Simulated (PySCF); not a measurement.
Species: 3,3-difluorooxetane, C3H4F2O, charge 0, multiplicity 1. 
Geometry from a B3LYP-D3(BJ)/def2-TZVP (Ansatz) optimisation:
```xyz
10

F     -0.3333     1.4187     0.7626
C     -0.1539     0.3804    -0.0953
F     -0.5655     0.8030    -1.3194
C      1.2221    -0.2811    -0.0532
O      0.6160    -1.5226     0.3816
C     -0.7192    -0.9618     0.3647
H      1.7111    -0.3734    -1.0239
H      1.9025     0.1340     0.6917
H     -1.1773    -0.9459     1.3546
H     -1.3687    -1.4533    -0.3610
```

Dispersion corrections to the total energy (kcal/mol) from the dftd3 and dftd4 libraries through PySCF: D3(BJ) without and D4 with the three-body term, each with the damping fitted for the functional named.

| functional | D3(BJ) | D4 |
|---|---|---|
| B2PLYP | -2.94 | -2.76 |
| LC-wPBE | -3.45 | -4.36 |
| B2GP-PLYP | … | -1.61 |
| B3LYP | -6.66 | … |
| TPSSh | -4.39 | -4.89 |
| revPBE | -10.50 | … |
| BHLYP | -5.01 | -4.22 |

Question: Some entries are withheld; supply them.

Answer: 
- B2GP-PLYP, D3(BJ): -2.07
- B3LYP, D4: -6.35
- revPBE, D4: -14.62
